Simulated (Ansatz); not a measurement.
Reaction (formal exchange of groups at the Se–Sn bond): `[OH][SnH2][SeH]` + `C[SiH2]N` → `N[SiH2]C[SeH]` + `[OH][SnH3]`

Gas-phase electronic energies from Ansatz, PBE0-D4/def2-TZVP geometries. CCSD(T)/CBS adds triple-zeta CCSD(T) − MP2 to the extrapolated MP2 energy (def2 sets, frozen cores). DFT in def2-TZVPP. B3LYP here is the variant with VWN-RPA as its local correlation; programs differ in this. def2 core potentials past Kr. For Se, Sn outer-core shells are correlated without core-valence functions, which leaves a few kJ/mol of doubt a bond. Scalar relativity is left out up to krypton. Each species was taken in one conformer, which may not be the lowest.

```
         level  ΔE (eV)
       PBE0-D4     1.36
        r2SCAN     1.40
         B3LYP     1.42
 HF/def2-TZVPP     1.45
 HF/def2-QZVPP     1.45
MP2/def2-QZVPP     1.39
  HF/CBS(def2)     1.46
 MP2/CBS(def2)     1.43
```

(1) What does CCSD(T)/CBS give? (Estimate.)

Largest T1 diagnostic among the species: 0.014.

## Answers

(1) Computed: +1.39 eV. The listed levels differ from it by -0.03, 0.01, 0.03, 0.06, 0.06, 0.00, 0.07, 0.04 eV.

In def2-TZVPP, CCSD(T) changes the Hartree–Fock value by −0.17 eV (the triples alone add −0.02 eV) and MP2 by −0.13 eV. The D4 term adds −0.06 eV with B3LYP and −0.03 eV with PBE0; it sums over pairs of atoms, weighted by their polarisabilities, and B3LYP, whose exchange is more repulsive, gets the larger term.
